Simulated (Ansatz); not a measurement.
`N=C(N)[Se][SiH3]` + `[AlH2][SiH2][SiH3]` → `[AlH2][SiH]([SiH3])[SiH3]` + `N=C(N)[SeH]`  (formal exchange of groups at the Si–Se bond)

Isolated molecules relaxed with PBE0-D4/def2-TZVP in Ansatz; ΔE leaves out vibrations. CCSD(T)/CBS is the MP2 limit (def2-TZVPP, def2-QZVPP) plus CCSD(T) − MP2 in def2-TZVPP, frozen cores. Functionals use def2-TZVPP. B3LYP here is the variant with VWN-RPA as its local correlation; programs differ in this. For Se outer-core shells are correlated without core-valence functions, which leaves a few kJ/mol of doubt a bond. Scalar relativity is left out up to krypton. One conformer a species, not always the lowest.

```csv
level,ΔE (kJ/mol),difference from CCSD(T)/CBS
PBE-D4,34.2,-11.2
r2SCAN-D4,40.0,-5.4
PBE0-D4,37.2,-8.2
B3LYP-D4,42.9,-2.5
ωB97X-V,43.0,-2.4
ωB97M-V,46.6,1.2
B2PLYP,45.7,0.3
PBE,34.5,-10.9
r2SCAN,40.2,-5.2
PBE0,37.7,-7.7
B3LYP,43.3,-2.1
HF/def2-TZVPP,53.1,7.7
MP2/def2-TZVPP,48.6,3.2
SCS-MP2/def2-TZVPP,48.8,3.4
CCSD/def2-TZVPP,42.9,-2.5
CCSD(T)/def2-TZVPP,42.0,-3.4
HF/def2-QZVPP,53.2,7.8
MP2/def2-QZVPP,50.6,5.2
SCS-MP2/def2-QZVPP,50.5,5.1
HF/CBS(def2),53.3,7.9
MP2/CBS(def2),52.0,6.6
CCSD/CBS(def2),46.2,0.8
CCSD(T)/CBS,45.4,0
```

Largest T1 diagnostic among the species: 0.014.

From PBE to PBE0 (25 % exact exchange), in def2-TZVPP and without D4, ΔE moves by +3.2 kJ/mol. In def2-TZVPP, CCSD(T) changes the Hartree–Fock value by −11.0 kJ/mol (the triples alone add −0.8 kJ/mol) and MP2 by −4.4 kJ/mol.
